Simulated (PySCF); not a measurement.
C6H10OSi2.
Geometry (PBE0-D3(BJ)/def2-SVP, Å), atoms numbered from 1 in this order:
```xyz
19
C6H10OSi2 angstrom
C     -3.7921   -1.8066    0.6808
C     -3.0679   -0.5551    0.5691
C     -2.4562    0.4949    0.4731
Si    -1.5507    2.0701    0.3266
C      0.1911    1.7452   -0.1656
C      1.3511    1.5227   -0.4903
Si     3.0831    1.1183   -0.9602
O      3.6060   -0.1999   -0.1025
C      2.9373   -1.4318   -0.0684
H     -4.5628   -1.8867   -0.1014
H     -3.1102   -2.6644    0.5747
H     -4.2904   -1.8879    1.6593
H     -1.5542    2.7891    1.6325
H     -2.1845    2.9335   -0.7108
H      3.9865    2.2423   -0.6101
H      3.1020    0.8552   -2.4308
H      3.4690   -2.1003    0.6250
H      1.8956   -1.3249    0.2845
H      2.9155   -1.9168   -1.0619
```

Lines to be assigned: C 1s: 289.68 (area 1), 289.72 (area 1), 289.81 (area 1), 290.50 (area 1), 291.82 (area 1), 292.33 (area 1) eV; O 1s: 537.98 eV; Si 1s: 1847.04 (area 1), 1847.35 (area 1) eV; Si 2p3/2: 107.10 (area 1), 107.37 (area 1) eV.

Method: PySCF, delta-SCF UKS SCAN, pcX-2 on the ionised atom, pcseg-1 elsewhere, spin-free X2C. Isolated species at its PBE0-D3(BJ)/def2-SVP geometry (one conformer only).

(1) Which silicon gives which Si 1s line?

(2) Which silicon gives which Si 2p3/2 line?

Results:

(1) 1847.04 eV: Si4 (SiH2 silicon); 1847.35 eV: Si7 (oxygen-bound silicon). The listed Si 1s values span 0.31 eV, from Si4 (bonded to 2 C and 2 H) to Si7 (bonded to O, C and 2 H). Summing the Pauling electronegativity differences to the bonded atoms, each weighted by its formal bond order, gives +1.90 for the lowest site and +2.79 for the highest.

(2) 107.10 eV: Si4 (SiH2 silicon); 107.37 eV: Si7 (oxygen-bound silicon). Lowest listed Si 2p3/2: Si4, bonded to 2 C and 2 H. Highest, 0.27 eV above it: Si7, bonded to O, C and 2 H. Summing the Pauling electronegativity differences to the bonded atoms, each weighted by its formal bond order, gives +1.90 for the lowest site and +2.79 for the highest.

Bonded neighbours of each site: C1: C and 3 H; C2: C (triple bond) and C; C3: C (triple bond) and Si; Si4: 2 C and 2 H; C5: C (triple bond) and Si; C6: C (triple bond) and Si; Si7: O, C and 2 H; O8: C and Si; C9: O and 3 H.

**Question.** Which effective nuclear charge Zeff reproduces each element's mean 1s value in the hydrogen-like formula E = 13.606 eV × Zeff²?

**Answer.** C (Z = 6): mean 290.6 eV, Zeff = 4.62, Z − Zeff = 1.38; O (Z = 8): mean 538.0 eV, Zeff = 6.29, Z − Zeff = 1.71; Si (Z = 14): mean 1847.2 eV, Zeff = 11.65, Z − Zeff = 2.35. Means run over the listed sites, weighted by atom count.

The unrestricted hole states depart most from a pure doublet (⟨S²⟩ = 0.75; over 0.85 named) for C 1s of C2 (0.87), C 1s of C5 (0.86) and C 1s of C6 (0.85), which makes these values less certain. The 2p values add to the ΔSCF energy of one spin-free hole a correction within the shell (spin–orbit coupling, ligand field). 2p1/2 minus 2p3/2 (ligand field included): Si 0.62 eV.

The run took 5.5 min wall on an Arm Neoverse N1 with one thread, no GPU, on a shared host, and the process peaked at 0.76 GiB of memory.
